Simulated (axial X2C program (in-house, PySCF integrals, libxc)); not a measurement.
# SnB⁺: bond constants with and without spin–orbit coupling

All values were computed with an in-house relativistic program for diatomic molecules. Spin-free means the one-electron spin-free X2C Hamiltonian; two-component (2c) means X2C with spin–orbit coupling and atomic mean-field two-electron Coulomb and Gaunt terms, so the difference of the two also holds small scalar two-electron terms. Basis: Sn dyall-cv3z [11s12p9d4f1g], B dyall-v3z [7s6p2d1f] (cores contracted in-house); Gaussian nuclei, density fitting, unrestricted open shells. Masses: Sn 119.902 u, B 11.009 u.

Input file and command:
```json
{"zs": [50, 5], "q": 1, "bas": ["dyall-cv3z", "dyall-v3z"], "levels": ["PBE0", "HF", "r2SCAN0"], "cc": true, "r0": 2.25, "thr": -1.0, "nmax": 90, "npts": 10, "nst": 2, "ntry": 6}
```
```bash
python so2c.py task.json out
```

Keys: zs atomic numbers; q charge; bas basis sets; levels methods; cc coupled cluster on or off; r0 starting distance in Å; thr threshold in hartree for freezing inner shells (an s shell follows its p shell); nmax most natural virtual spinors; npts points on the curve; nst determinants followed; ntry starts of the search. HF also brings MP2.

State, spin-free: M_S = 1, Λ = 1 (beyond evenly filled blocks: σα, π+α); electrons by block: σα: 13, σβ: 12, π+α: 6, π+β: 5, π-α: 5, π-β: 5, δ+α: 2, δ+β: 2, δ-α: 2, δ-β: 2. Fragments: Sn+ + B.

State, 2c: Ω = 2 (⟨Sz⟩ = 0.99, ⟨Lz⟩ = 1.01 at PBE0); electrons by block: 1/2: 18, -1/2: 17, 3/2: 8, -3/2: 7, 5/2: 2, -5/2: 2. Fragments: Sn+ + B.

| Hamiltonian | level | Re (Å) | ωe (cm⁻¹) | ωexe (cm⁻¹) | αe (cm⁻¹) | De (eV) | D0 (eV) | k (mdyn/Å) | μ (D) |
| --- | --- | --- | --- | --- | --- | --- | --- | --- | --- |
| spin-free | PBE0 | 2.380 | 409.5 | 4.04 | 0.00334 | 2.05 | 2.03 | 0.996 | 1.58 |
| spin-free | r2SCAN0 | 2.369 | 416.6 | 4.27 | 0.00344 | 1.96 | 1.93 | 1.03 | 1.81 |
| 2c | PBE0 | 2.368 | 422.0 | 3.93 | 0.00318 | n/a | n/a | 1.06 | 1.43 |
| 2c | r2SCAN0 | 2.356 | 430.7 | 4.17 | 0.00327 | n/a | n/a | 1.1 | 1.65 |

Dipoles are positive if B is the positive end and refer to the centre of mass.

The state is one determinant whose occupation by symmetry is held fixed; it was picked as the lowest of a PBE0 search that is not exhaustive. Dissociation energies refer to the lowest single-determinant-based atoms at the same level and basis. De is not given where an atomic determinant may have missed its ground term or J level, or where the truncated virtual space spoils (T). Density functionals use the spin component along the axis (collinear). PBE0 can misorder states that lie within some tenths of an eV, so this need not be the ground state of the molecule. The nearest other spin-free determinant of the search, M_S = 0, Λ = 1, lies 0.19 eV up at the distance of the search. Without a current term, density functionals place determinants with orbital angular momentum somewhat too high. With several unpaired electrons one determinant need not be a pure state. A state of lower Ω lies just above, and one determinant can place such states too high, so the state shown need not be the lowest. The search has Ω = 1 only 0.01 eV up. Open-shell Ω = 0 determinants with evenly filled partner blocks cannot be reached by this program, so the Ω shown need not be the lowest component.

No reliable constants came from CCSD (2c), CCSD (spin-free), CCSD(T) (2c), CCSD(T) (spin-free), HF (2c), HF (spin-free), MP2 (2c), MP2 (spin-free): no minimum in range, unconverged points, a curve that is not smooth, a change of character along it, or the two Hamiltonians disagreeing along it.

Rough cost a point (2c) on 1 thread(s) of a shared host, integrals apart: PBE0 0.8 s, r2SCAN0 1.2 s.

The whole task took 120 s on 1 thread of Arm Neoverse V2, on a shared host.
